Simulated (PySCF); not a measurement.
Molecule: Si(H)2(Br)(Vi), C2H5BrSi, SMILES C=C[SiH2]Br. Atoms near the plane z = 0.0 Å, at the CAM-B3LYP/def2-SVP optimised geometry (x, y, z in Å): Si1 (-0.3, 0.5, 0.0), Br2 (2.0, 0.5, 0.0), H6 (-0.7, 1.9, 0.0), H9 (-2.0, -1.9, -0.4).

Computed with PySCF with CAM-B3LYP/def2-TZVP. Cells within 0.4 Å of a nucleus heavier than hydrogen are left out (blank, or x). The values are rescaled to run from 0 to 1.

```
|00000000000000000000000000000|
|00000000000110000000000000000|
|00000000036776200000000000000|
|00000001699999710000000000000|
|00000006999999930000011000000|
|00000028999999950001233210000|
|00000049999999960003555532000|
|00000038999999951025677764200|
|00000016999999951247888875310|
|00000002799999843467888876410|
|00000000368720025776224786420|
|0000000012204x4068715x2377520|
|000000000100xxx06861xxx177520|
|000000000110xxx06861xx5277520|
|00000000022102006773121677420|
|00000000012321124677667886420|
|00000000001232112467888876310|
|00000110000011100246788764210|
|00012555200000000025666653100|
|00026899841000000012444421000|
|00158999994000000000122100000|
|00169999997200000000000000000|
|00159999997200000000000000000|
|00038999997200000000000000000|
|00015899974100000000000000000|
|00001366531000000000000000000|
|00000001100000000000000000000|
|00000000000000000000000000000|
|00000000000000000000000000000|
```
Scale: ten equal steps from 0.000 (start of '0') to 1.00 (end of '9'), in the order '0123456789'; x runs from -4.00 to 4.00, y from -4.00 (bottom) to 4.00 (top).

Task: Which quantity is mapped?
(A) deformation density (molecule minus spherical neutral atoms)
(B) electrostatic potential
(C) an orbital amplitude
(D) electron localisation function

Result: D, electron localisation function
